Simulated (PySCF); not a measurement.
Spinor energies of Rb¹⁸⁺ (rubidium, charge +18)

Start: [Ar] 3d1; 3d5/2 filled at m_j = +5/2. Calculated with PySCF 2.14 in an even-tempered Gaussian basis (17 s from 1.9 bohr⁻², ratio 2.8; 12 p from 2.4 bohr⁻², ratio 2.8; 8 d from 2.4 bohr⁻², ratio 2.8; 4 f from 7.2 bohr⁻², ratio 3): generalised Hartree-Fock with the X2C-1e Hamiltonian and a Gaussian nucleus; one run each with spin-orbit coupling (SO) screened by Boettger's factors, then bare. This is a chosen level, not necessarily the ground level.

| spinor shell | electrons | ε, screened SO (eV) | ε, bare SO (eV) | weight of nominal j (bare SO) | rms radius, bare SO (bohr) |
| --- | --- | --- | --- | --- | --- |
| 1s1/2 | 2 | -15955.0 | -15955.0 | 1.000 | 0.0464 |
| 2s1/2 | 2 | -2771.9 | -2771.9 | 1.000 | 0.191 |
| 2p1/2 | 2 | -2570.3 | -2572.9 | 1.000 | 0.167 |
| 2p3/2 | 4 | -2509.3 | -2508.2 | 1.000 | 0.171 |
| 3s1/2 | 2 | -896.21 | -896.22 | 1.000 | 0.491 |
| 3p1/2 | 2 | -818.13 | -818.63 | 0.975 | 0.485 |
| 3p3/2 | 4 | -807.25 | -807.04 | 0.987 | 0.492 |
| 3d5/2 | 1 | -705.14 | -704.80 | 1.000 | 0.449 |

```tsv
quantity	screened SO	bare SO
E (hartree)	-2804.60960	-2804.62263
M_J	5/2	5/2
⟨J²⟩	8.753	8.753
⟨L²⟩	6.005	6.005
⟨S²⟩	0.753	0.754
```

Each row is a mean over spinors that exchange with the open shell spreads, by up to 12.611 eV (3p3/2).

Breit and QED terms are absent; they matter most for the inner s and p1/2 levels.

Densities and radii are taken from the X2C orbitals without a picture-change correction, which distorts them close to the nucleus.
